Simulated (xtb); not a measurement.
H₂Te, charge +1, doublet, from a rough starting geometry (a state made from the parent by changing its charge; the spin is typed, not shown lowest); xtb 6.7.1 with GFN2-xTB.

Input for xtb:
```
$ xtb mol.xyz --gfn 2 --chrg 1 --uhf 1 --opt vtight --json

# file mol.xyz
3

Te     0.01409211     0.79082875     0.05922409
H     -1.12368805    -0.42499054    -0.02138079
H      1.15327865    -0.40926957     0.02695290
```

Q: What does xtb print? Leave out banner, timings and long lists.

A: 
```
   ID    Z sym.   atoms
    1   52 Te     1
    2    1 H      2, 3

           -------------------------------------------------
          |                Calculation Setup                |
           -------------------------------------------------

           -------------------------------------------------
          |                 G F N 2 - x T B                 |
           -------------------------------------------------

          ...................................................
          :                      SETUP                      :
          :.................................................:
          :  # basis functions                  12          :
          :  # atomic orbitals                  11          :
          :  # shells                            5          :
          :  # electrons                         7          :
          :  max. iterations                   250          :
          :  Hamiltonian                  GFN2-xTB          :
          :  restarted?                      false          :
          :  GBSA solvation                  false          :
          :  PC potential                    false          :
          :  electronic temp.          300.0000000     K    :
          :  accuracy                    1.0000000          :
          :  -> integral cutoff          0.2500000E+02      :
          :  -> integral neglect         0.1000000E-07      :
          :  -> SCF convergence          0.1000000E-05 Eh   :
          :  -> wf. convergence          0.1000000E-03 e    :
          :  Broyden damping             0.4000000          :
          :  net charge                          1          :
          :  unpaired electrons                  1          :
          ...................................................

 iter      E             dE          RMSdq      gap      omega  full diag
   1     -3.4677005 -0.346770E+01  0.181E+01    5.28       0.0  T
   2     -3.5541001 -0.863996E-01  0.711E+00    4.21       1.0  T
   3     -3.5607828 -0.668264E-02  0.590E+00    4.58       1.0  T
   4     -3.5670319 -0.624909E-02  0.806E-01    4.32       1.0  T
   5     -3.5672549 -0.223063E-03  0.226E-01    4.38       1.0  T
   6     -3.5672709 -0.159483E-04  0.677E-03    4.37       8.5  T
   7     -3.5672709  0.185839E-08  0.535E-03    4.37      10.8  T
   8     -3.5672709 -0.136277E-07  0.144E-03    4.37      40.1  T
   9     -3.5672709 -0.576742E-09  0.740E-05    4.37     779.7  T
  10     -3.5672709 -0.259837E-11  0.572E-05    4.37    1009.5  T

   *** convergence criteria satisfied after 10 iterations ***

         :::::::::::::::::::::::::::::::::::::::::::::::::::::
         ::                     SUMMARY                     ::
         :::::::::::::::::::::::::::::::::::::::::::::::::::::
         :: total energy              -3.558535807361 Eh    ::
         :: gradient norm              0.011005704342 Eh/a0 ::
         :: HOMO-LUMO gap              4.370236557604 eV    ::
         ::.................................................::
         :: SCC energy                -3.567270892339 Eh    ::
         :: -> isotropic ES            0.161341058837 Eh    ::
         :: -> anisotropic ES         -0.008925046462 Eh    ::
         :: -> anisotropic XC         -0.002619777520 Eh    ::
         :: -> dispersion             -0.000276306539 Eh    ::
         :: repulsion energy           0.008735084978 Eh    ::
         :: add. restraining           0.000000000000 Eh    ::
         :: total charge               1.000000000000 e     ::
         :::::::::::::::::::::::::::::::::::::::::::::::::::::

      -----------------------------------------------------------
     |                   =====================                   |
     |                        A N C O P T                        |
     |                   =====================                   |
     |               Approximate Normal Coordinate               |
[...]
 * total energy  :    -3.5585358 Eh     change       -0.2728928E-11 Eh
 * total energy  :    -3.5578208 Eh     change        0.7150488E-03 Eh
 * total energy  :    -3.5591312 Eh     change       -0.1310472E-02 Eh
 * total energy  :    -3.5591488 Eh     change       -0.1752736E-04 Eh
 * total energy  :    -3.5591501 Eh     change       -0.1349012E-05 Eh
 * total energy  :    -3.5591507 Eh     change       -0.5509091E-06 Eh
 * total energy  :    -3.5591507 Eh     change       -0.1538073E-08 Eh
   *** GEOMETRY OPTIMIZATION CONVERGED AFTER 7 ITERATIONS ***
         :: total energy              -3.559150659298 Eh    ::
[...]
         :: gradient norm              0.000033146858 Eh/a0 ::
         :: HOMO-LUMO gap              4.570254834905 eV    ::
         ::.................................................::
         :: SCC energy                -3.568960834972 Eh    ::
         :: -> isotropic ES            0.160720444776 Eh    ::
         :: -> anisotropic ES         -0.008133657864 Eh    ::
         :: -> anisotropic XC         -0.002146013099 Eh    ::
         :: -> dispersion             -0.000274879801 Eh    ::
         :: repulsion energy           0.009810175674 Eh    ::
         :: add. restraining           0.000000000000 Eh    ::
         :: total charge               1.000000000000 e     ::
         :::::::::::::::::::::::::::::::::::::::::::::::::::::

           -------------------------------------------------
          |                Property Printout                |
           -------------------------------------------------

    * Orbital Energies and Occupations

         #    Occupation            Energy/Eh            Energy/eV
      -------------------------------------------------------------
         1        2.0000           -1.2077384             -32.8642
         2        2.0000           -0.8022704             -21.8309
         3        2.0000           -0.7910132             -21.5246
         4        1.0000           -0.7232567             -19.6808 (HOMO)
         5                         -0.5553030             -15.1106 (LUMO)
         6                         -0.4739866             -12.8978
         7                         -0.4069236             -11.0730
         8                         -0.3854433             -10.4884
         9                         -0.3835878             -10.4380
        10                          0.0101138               0.2752
        11                          0.4271557              11.6235
      -------------------------------------------------------------
                  HL-Gap            0.1679538 Eh            4.5703 eV
             Fermi-level           -0.6985310 Eh          -19.0080 eV

     #   Z          covCN         q      C6AA      α(0)
     1  52 Te       1.902     0.305   397.928    36.870
     2   1 H        0.951     0.348     0.583     1.193
     3   1 H        0.951     0.348     0.583     1.193

 Mol. C6AA /au·bohr⁶  :        460.571999
 Mol. C8AA /au·bohr⁸  :      42533.730161
 Mol. α(0) /au        :         39.256032

Wiberg/Mayer (AO) data.
largest (>0.10) Wiberg bond orders for each atom

 ---------------------------------------------------------------------------
     #   Z sym  total        # sym  WBO       # sym  WBO       # sym  WBO
 ---------------------------------------------------------------------------
     1  52 Te   1.735 --     2 H    0.868     3 H    0.868
     2   1 H    0.879 --     1 Te   0.868
     3   1 H    0.879 --     1 Te   0.868
 ---------------------------------------------------------------------------

Topologies differ in total number of bonds
Writing topology from bond orders to xtbtopo.mol

molecular dipole:
                 x           y           z       tot (Debye)
 q only:        0.028      -0.088       0.038
   full:        0.024       0.507       0.066       1.300
molecular quadrupole (traceless):
                xx          xy          yy          xz          yz          zz
 q only:        2.993       0.014      -0.756       0.112       0.064      -2.237
  q+dip:        2.446       0.022       1.101       0.128       0.250      -3.547
   full:        1.970       0.029      -0.158       0.082       0.110      -1.813

optimized geometry written to: xtbopt.xyz

           -------------------------------------------------
          | TOTAL ENERGY               -3.559150659298 Eh   |
          | GRADIENT NORM               0.000033146858 Eh/α |
          | HOMO-LUMO GAP               4.570254834905 eV   |
           -------------------------------------------------
```
